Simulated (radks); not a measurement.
Question: All-electron atom: Se5+ in [Ar] 3d10 4s1. Method: Dirac Kohn-Sham, PBE, spin-unpolarised, spherical densities, finite nucleus; Fermi nuclear charge, rms radius 4.14 fm; computed with a radial shooting solver on a logarithmic mesh with Libxc functionals. Some entries of the table are withheld. Estimate them.

orbital  occ.  eigenvalue (hartree)  <r^2> (bohr^2)  <1/r> (bohr^-1)
1s1/2       2             -462.0115        0.002616            34.56
2s1/2       2             -61.59891         0.04520            7.686
2p1/2       2                   (1)         0.03485            7.652
2p3/2       4                   (2)         0.03630            7.415
3s1/2       2             -10.37647          0.3777            2.503
3p1/2       2              -8.29735          0.3951            2.384
3p3/2       4              -8.08049          0.4091            2.328
3d3/2       4              -4.49007          0.4709            2.061
3d5/2       6              -4.45654          0.4768            2.047
4s1/2       1              -2.77522           2.664           0.8700
4p1/2       0                   (3)           3.260           0.7797
4p3/2       0                   (4)           3.340           0.7686
5s1/2       0                   (5)           10.62           0.4409

Answer: 
(1) 2p1/2 eigenvalue (hartree): -55.52987
(2) 2p3/2 eigenvalue (hartree): -53.99427
(3) 4p1/2 eigenvalue (hartree): -2.26302
(4) 4p3/2 eigenvalue (hartree): -2.23475
(5) 5s1/2 eigenvalue (hartree): -1.26996
